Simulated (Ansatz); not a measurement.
A structure relaxed at PBE0/def2-SVP in Ansatz, charge 0, singlet:

```xyz
18

Li   -2.735   -3.104    0.597
Li   -1.181   -1.132    2.344
Li    0.232   -2.504   -0.110
Li    2.946   -0.826   -0.591
Li    1.698   -1.461   -3.476
Li    0.849    1.370    3.543
Li    1.965   -1.322    2.423
Li   -1.782    1.787    1.779
Li    3.437    1.349    1.621
Li    1.048    3.347    0.988
Li    0.809    0.648    0.882
Li   -1.520   -2.109   -2.654
Li   -4.156   -0.358    1.882
Li   -1.052    2.212   -1.244
Li   -0.547    0.842   -3.979
Li    1.972    1.850   -2.057
Li    0.250   -0.207   -1.651
Li   -2.235   -0.383   -0.297
```

Q: Give its formula.

A: the cluster Li₁₈.

Q: Summarise the bond lengths by kind (pairs closer than 1.2 times the sum of covalent radii, bridged metal pairs left out).

A: 24 × Li–Li 2.65 to 3.06 Å.

The restricted singlet is unstable towards broken spin symmetry in Hartree–Fock (as tested in another run); at PBE0/def2-SVP this wasn't settled. Another isomer (singlet) lies 0.22 eV lower at PBE0/def2-TZVP; other spin states weren't run for this one.
